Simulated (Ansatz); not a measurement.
The same path of Cl3HOZr + H2 (8 atoms, charge 0, multiplicity 1) was run twice with different band settings. Lost on the way: H7–H8. Made: Zr1–H7, O2–H8.

Level of theory: Ansatz, RKS CAM-B3LYP/def2-SVP.

Relaxed end points:

```xyz
8
Properties=species:S:1:pos:R:3
Zr -0.266 0.315 -0.188
O -0.322 0.107 1.683
H -0.374 0.035 2.640
Cl 1.963 0.564 -0.873
Cl -1.487 2.233 -0.765
Cl -1.228 -1.567 -1.205
H 1.598 -2.777 1.768
H 1.176 -2.178 1.978
```

```xyz
8
Properties=species:S:1:pos:R:3
Zr 0.405 -0.084 -0.095
O -0.437 -0.729 1.958
H -1.190 -1.341 1.948
Cl 1.750 -0.046 -2.007
Cl -0.147 2.151 0.342
Cl -1.310 -1.622 -0.726
H 1.824 -0.618 0.947
H 0.166 -0.979 2.672
```

Common settings: movable images 7; climbing image yes; spring 5.0 eV/Å²; optimiser quadratic models (default); force threshold 0.05 eV/Å; iteration limit 60; end points relaxed.

| run | start path |
| --- | --- |
| 1 | through a guess of the saddle point |
| 2 | straight line |

(1) What does each run give, and how far can it be trusted?

## Answers

(1) Run 1: converged after 14 iterations, highest image 1.514 eV above the first end. A vibrational analysis at the climbing image gives 2 clearly imaginary modes (1211i, 58i cm⁻¹): a point of higher order. A lower path may pass nearby, or the ends, which weren't checked, may share the extra mode.
Run 2: converged after 43 iterations, highest image 1.477 eV above the first end. Neighbouring images differ by up to 1.3 eV, so the band resolves the path poorly. The order of the point at the top wasn't checked.
The orbitals stay closed-shell, which can raise the energy where a bond breaks towards radicals; this wasn't checked here.
